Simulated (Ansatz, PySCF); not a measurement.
C2H4FNOSi, SMILES O[Si@@H]1C=N[C@@H]1F.

Coordinates come from a r2SCAN-D4/def2-SVP optimisation. The structure was generated by enumeration; whether it is a known compound was not checked. Other conformers were not sampled.

Vertical ionisation energy (IE) and electron affinity (EA) in eV. Rows of orbital energies are one-electron estimates. Where ΔSCF, EOM or ADC give a negative EA the extra electron is unbound and the value depends on the basis.

| level | IE | EA |
|---|---|---|
| −ε(HOMO), −ε(LUMO), PBE0/def2-TZVP (PySCF) | 7.31 | 1.48 |
| −ε(HOMO), −ε(LUMO), PBE/def2-TZVP (PySCF) | 5.90 | 2.56 |
| ΔSCF, CAM-B3LYP/def2-SVPD (Ansatz), final states of multiplicity 2 and 2 | 9.64 | -0.38 |
| ΔSCF, PBE/def2-SVPD (Ansatz), final states of multiplicity 2 and 2 | 9.17 | -0.24 |

**Question.** What vertical singlet–triplet gap does ΔSCF give with CAM-B3LYP/def2-SVPD (Ansatz, a quantum-chemistry and plane-wave program) and with PBE/def2-SVPD (Ansatz)? (Estimate from the structure and the level; the computed values follow.)

**Answer.** 3.29 and 3.09 eV (triplet above singlet where positive).
